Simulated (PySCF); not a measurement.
C₄H₇NS₂Si.
Cartesian coordinates in Å at the GFN2-xTB level; atoms count from 1:
```
atom  x, y, z in Å
N1    -0.9301   -1.5416   -0.6716
C2    -1.0419   -0.2694   -0.1461
C3    -2.2085    0.3013    0.2698
S4    -1.9995    1.9426    0.7553
C5    -0.3249    1.8547    0.4101
C6     0.0674    0.6381   -0.0629
Si7    1.8286    0.2399   -0.5496
S8     2.4211   -1.5821    0.4679
H9    -0.0318   -1.9822   -0.5326
H10   -1.7070   -2.1521   -0.4700
H11   -3.1848   -0.1388    0.3045
H12    0.2901    2.7173    0.5731
H13    1.9867   -0.1322   -1.9479
H14    2.7292    1.3017   -0.1140
H15    2.1009   -1.1892    1.6922
```

Level of theory: PySCF, TDDFT PBE0/def2-SVPD, vertical, gas phase, core orbitals frozen in the response.

Each state is given a Gaussian of 0.3 eV full width at half maximum, with ε(max) = 2.175×10⁸ f / Δν̃ (Δν̃ the width in cm⁻¹). The width is an assumption, not a result. The curve ends short of the highest state used, and states not computed would add to its high-energy end.

| λ (nm) | ε (L mol⁻¹ cm⁻¹) |
| --- | --- |
| 230.5 | 1051 |
| 232.8 | 714 |
| 235.1 | 558 |
| 237.4 | 479 |
| 239.7 | 445 |
| 242.0 | 446 |
| 244.3 | 473 |
| 246.6 | 502 |
| 248.9 | 506 |
| 251.2 | 469 |
| 253.5 | 398 |
| 255.8 | 320 |
| 258.1 | 274 |
| 260.4 | 310 |
| 262.7 | 481 |
| 265.0 | 835 |
| 267.3 | 1402 |
| 269.6 | 2163 |
| 271.9 | 3032 |
| 274.2 | 3866 |
| 276.5 | 4497 |
| 278.8 | 4794 |
| 281.1 | 4702 |
| 283.4 | 4260 |
| 285.6 | 3612 |
| 287.9 | 2833 |
| 290.2 | 2075 |
| 292.5 | 1424 |
| 294.8 | 918 |
| 297.1 | 558 |
| 299.4 | 321 |
| 301.7 | 175 |
| 304.0 | 91 |
| 306.3 | 45 |
| 308.6 | 21 |
| 310.9 | 9 |

Question: Locate the maxima and give the states behind the curve.

Answer: 279 nm (4.44 eV), ε about 4800, made up of S1 (100%); 248 nm (5.00 eV), ε about 510, made up of S2 (89%) and S3 (10%) (ε in L mol⁻¹ cm⁻¹; maxima over ε = 5, shares over 10%). At its high-energy end, 5.38 eV, the curve is still rising (ε about 1100, from S3, S4 and S5). The states used: S1 4.44 eV (f 0.053); S2 4.97 eV (f 0.0052); S3 5.23 eV (f 0.0029); S4 5.42 eV (f 0.0051); S5 5.69 eV (f 0.115); S6 5.83 eV (f 0.0050); S7 5.93 eV (f 0.048); S8 5.98 eV (f 0.044).

Question: Coming from long wavelengths, where does ε first pass 100 L mol⁻¹ cm⁻¹?

Answer: At about 304 nm (4.08 eV), 0.35 eV below S1.

Question: What would ε be at 4.44 eV, the highest of these maxima, with half the width (0.15 eV)?

Answer: About 9610 L mol⁻¹ cm⁻¹ against 4810, a factor of about 2.00; a lone state at its own centre would give exactly 2.

Question: On this curve, what absorbance would a 10⁻⁵ mol/L sample give at 254 nm over a 1 cm path?

Answer: 254 nm is 4.881 eV, where ε is about 380 L mol⁻¹ cm⁻¹, so A = ε c l ≈ 0.0038 (Beer–Lambert, with the gas-phase spectrum and the assumed width).

Hardware: one thread, Intel Xeon at 2.70 GHz (x86_64), no GPU, shared host. Cost: 98 s of wall time, 0.96 GiB resident at most.

One conformer stands for the species.
